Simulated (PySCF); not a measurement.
Polarisability of [TcOF4]-

Species: [TcOF4]- (charge -1 and singlet state).
Structure used (PBE0-D3(BJ)/def2-SVP), in Å, numbered top down from 1:
```
atom  x, y, z in Å
Tc1    0.0002   -0.0005    0.1694
O2     0.0027   -0.0067    1.7951
F3     1.7777    0.0039   -0.4990
F4    -0.0027    1.7851   -0.4795
F5    -1.7792   -0.0003   -0.4939
F6     0.0013   -1.7815   -0.4920
```

Level: B3LYP/def2-SVPD (PySCF), static field, nuclei fixed, core orbitals frozen in the response. The polarisability tensor in these axes (au):

```
x   49.11  0.00  0.00
y    0.00 49.22 -0.01
z    0.00 -0.01 50.72
```

Question: Give the principal values, the mean and the anisotropy Δα = √{½[(α1 − α2)² + (α2 − α3)² + (α1 − α3)²]}.

Answer: Principal values 49.11, 49.22 and 50.72 au; mean 49.69 au = 7.36 Å³ = 8.19 × 10⁻⁴⁰ C²·m²/J; Δα = 1.56 au (3 % of the mean).

Question: Form Σ f/ω² (atomic units) for the 10 lowest TDDFT singlets, given as eV and f, and set it beside the mean polarisability, which is this sum over all singlets: 1.55, 0.0001; 1.57, 0.0001; 3.06, 0.0000; 3.17, 0.0000; 4.41, 0.0000; 5.47, 0.0000; 5.58, 0.0032; 5.58, 0.0029; 5.61, 0.0014; 5.63, 0.0011.

Answer: They add up to 0.25 au, 0.5 % of the 49.69 au; the largest single term is 0.08 au, from the state at 5.58 eV. Terms in order: 0.02, 0.02, 0.00, 0.00, 0.00, 0.00, 0.08, 0.07, 0.03, 0.02 au. Higher excitations give the rest. The strengths listed sum to 0.009.

Question: Rayleigh depolarisation ratio (linearly polarised light, static tensor)?

Answer: ρ = 3Δα²/(45ᾱ² + 4Δα²) = 7.3/(111092 + 9.7) = 6.57e-05.

Isolated species at its PBE0-D3(BJ)/def2-SVP geometry, gas phase. Atoms past krypton carry effective core potentials; spin–orbit coupling is left out. The geometry's basis has no diffuse functions.
